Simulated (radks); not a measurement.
Values are calculated unless marked as measured or tabulated.
Task: The mean radii <r> (bohr) of the occupied orbitals of an atom or ion are listed with their occupations. Code: a radial shooting solver on a logarithmic mesh with Libxc functionals. Model: scalar-relativistic Kohn-Sham, PBEsol, spin-polarised, spherical densities, finite nucleus; Fermi nuclear charge, rms radius of each element as measured or else 0.836 A^(1/3) + 0.57 fm.

orbital  occ.      <r>
1s up       1  0.02612
1s down     1  0.02612
2s up       1   0.1122
2s down     1   0.1122
2p up       3  0.09823
2p down     3  0.09823
3s up       1   0.2992
3s down     1   0.2992
3p up       3   0.2971
3p down     3   0.2971
3d up       5   0.2736
3d down     5   0.2736
4s up       1   0.6948
4s down     1   0.6947
4p up       3   0.7395
4p down     3   0.7393
4d up       5   0.8363
4d down     5   0.8352
5s up       1    1.704
5s down     1    1.703
5p up       3    1.981
5p down     2    1.987

Name the element and its charge. Open shells, if any, are filled with parallel spins first.

Result: Z = 55, caesium, charge +2: Cs2+ in [Kr] 4d10 5s2 5p5. The 1s radius gives Z: for a bare nucleus <r> = (2 gamma + 1)/(2Z) with gamma = sqrt(1 - (Z/c)^2), 0.02574 bohr for Z = 55, and screening makes it slightly larger (0.02612 here). The occupations add up to 53, and the charge is Z minus that.
